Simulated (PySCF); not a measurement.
## Ionisation energy of B+ by level of theory

B+ [He] 2s2 (1S) → B(2+) [He] 2s1 (2S), as a difference of total energies. Computed with PySCF 2.14 in aug-cc-pwCVDZ, with no relativity, point nucleus. Correlated levels: valence and next inner shell: nothing frozen. The calculations carry no spin-orbit coupling.

```csv
method,ionisation energy (eV)
UHF,23.441
MP2 (valence and next inner shell),24.396
SCS-MP2 (valence and next inner shell),24.573
CCSD (valence and next inner shell),25.059
CCSD(T) (valence and next inner shell),25.068
CCSDT (valence and next inner shell),25.068
```

**Question.** How much does correlation contribute at CCSD(T) (valence and next inner shell)?

**Answer.** 25.068 − (23.441) = 1.627 eV, measured against UHF.

Errors of the correlated levels include the incompleteness of this basis.

For comparison: 25.155 eV (measured; NIST Atomic Spectra Database, ionization energies).
